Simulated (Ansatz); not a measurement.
`C=C(F)[SiH2]O` + `C[SiH3]` → `C[SiH2][SiH2]O` + `C=CF`  (formal exchange of groups at the Si–C bond)

Isolated molecules relaxed with PBE0-D4/def2-TZVP in Ansatz; ΔE leaves out vibrations. CCSD(T)/CBS is the MP2 limit (def2-TZVPP, def2-QZVPP) plus CCSD(T) − MP2 in def2-TZVPP, frozen cores. This one scheme is used for every species. DFT in def2-TZVPP. One conformer a species, not always the lowest.

| level | ΔE (kJ/mol) |
| --- | --- |
| PBE-D4 | -2.7 |
| HF/def2-TZVPP | 17.1 |

Problem. What does CCSD(T)/CBS give? (Best estimate.)

Solution. Ansatz gave: +9.8 kJ/mol. The listed levels differ from it by -12.5, 7.3 kJ/mol.

Largest T1 diagnostic among the species: 0.012.
